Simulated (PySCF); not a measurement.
**GaOBr + HF → GaOF + HBr**

Level: PBE0 in the def2-TZVP basis family, all electrons, no relativity, computed in PySCF with density fitting; open shells unrestricted.

```csv
species,state and structure,E (Eh),ZPE (kJ/mol),H(298 K) − H(0) (kJ/mol),S° (J/(mol K))
GaOBr,"singlet, C∞v, Ga–Br 2.223 Å, Ga–O 1.645 Å; Br–Ga–O 180.0°",-4573.65962,9.3,13.3,277.9
HF,"singlet, C∞v, H–F 0.920 Å",-100.39188,24.9,8.7,173.6
GaOF,"singlet, C∞v, Ga–F 1.711 Å, Ga–O 1.642 Å; F–Ga–O 180.0°",-2099.57144,12.2,12.2,255.1
HBr,"singlet, C∞v, H–Br 1.421 Å",-2574.45811,16.0,8.7,198.5
```

(1) What is the electronic reaction energy?

(2) Add zero-point, thermal and entropy terms for 298.15 K and 1 bar.

Results:

(1) At PBE0/def2-TZVP, ΔE = 57.6 kJ/mol from the differences of the total energies times 2625.5, uphill. Ligand exchange with HF takes part in thermal etching.

(2) ΔZPE = -6.0 and Δ[H(298) − H(0)] = -1.1 kJ/mol give ΔH° = 50.5 kJ/mol. ΔS° = 2.1 J/(mol K), so ΔG° = 50.5 − 298.15 × (0.0021) = 50 kJ/mol and log₁₀K = -8.7.

The structures come from searches over a few start shapes, so lower isomers are not excluded.
